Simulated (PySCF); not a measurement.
# Assignment exercise: C₆H₁₃P

Geometry (Å), atoms numbered from 1 in this order:
```xyz
20

C    -1.9303    0.1681   -1.2838
C    -1.3536    0.2550    0.1315
C    -0.2814   -0.7715    0.3560
P    -0.6029   -2.4045    0.6026
C     1.1614   -0.3385    0.3602
C     1.4606    0.5304    1.5856
C     1.5491    0.3910   -0.9264
H    -2.3210   -0.8305   -1.4715
H    -1.1650    0.3794   -2.0261
H    -2.7385    0.8862   -1.4039
H    -0.9578    1.2583    0.2965
H    -2.1674    0.0958    0.8452
H    -2.0027   -2.3066    0.5597
H     1.7754   -1.2453    0.4368
H     1.1833    0.0037    2.4961
H     2.5227    0.7602    1.6278
H     0.9092    1.4670    1.5466
H     0.9942    1.3202   -1.0304
H     2.6107    0.6287   -0.9131
H     1.3489   -0.2366   -1.7924
```

Calculated, not measured (PySCF 2.14): NMR shieldings at PBE0/pcSseg-1/GIAO, structure optimised with GFN2-xTB. One computed conformer, relativity neglected, rapidly exchanging positions averaged, no solvent.

Referencing at the same level of theory: $^{13}$C (186.93 ppm), $^{1}$H (31.72 ppm) against TMS.

Q: Assign these signals to the numbered atoms. $^{13}$C{$^{1}$H} NMR (computed): δ 253.5, 46.4, 35.6, 26.0, 25.5.

A: 
```tsv
δ (ppm)	atoms	environment	reason
253.5	C3	carbon bonded to 2 C, P	–
46.4	C5	carbon bonded to 3 C, H	–
35.6	C2	carbon bonded to 2 C, 2 H	–
26.0	C1	carbon bonded to C, 3 H	–
25.5	C6/C7	carbon bonded to C, 3 H	–
```

C1 and C6/C7 lie closer than the usual error of such a calculation, so a measured spectrum could show them in the other order.

Q: Assign these signals to the numbered atoms. $^{1}$H NMR (400 MHz, computed): δ 6.25 (m, 1H), 3.36 (m, 1H), 2.72 (m, 2H), 1.29 (t, 3H), 1.20 (d, 6H).

A: 
```tsv
δ (ppm)	atoms	environment	reason
6.25	H13	hydrogen on a phosphorus bonded to C	–
3.36	H14	hydrogen on a carbon bonded to 3 C	–
2.72	H11/H12	hydrogen on a carbon bonded to 2 C	–
1.29	H8/H9/H10	hydrogen on a carbon bonded to C	–
1.20	H15/H16/H17/H18/H19/H20	hydrogen on a carbon bonded to C	–
```

H8/H9/H10 and H15/H16/H17/H18/H19/H20 lie closer than the usual error of such a calculation, so a measured spectrum could show them in the other order.

Splittings by $^{31}$P in the carbon and heteronuclear signals aren't shown, as no couplings were computed. Shifts are as computed. Against solution values, carbons near 30 ppm lie about +3 ppm off and those near 130 ppm about +5 ppm. Of 1211 compounds with measured shifts, 218 miss one by over three times the rms of a fit or turn the order of signals round; such compounds aren't used in these exercises. No couplings were computed; multiplicities are counted from neighbouring protons, with m where these are inequivalent, close in shift, in a saturated or five-membered ring or joined by F or P, and br s for small geminal =CH2 splittings.
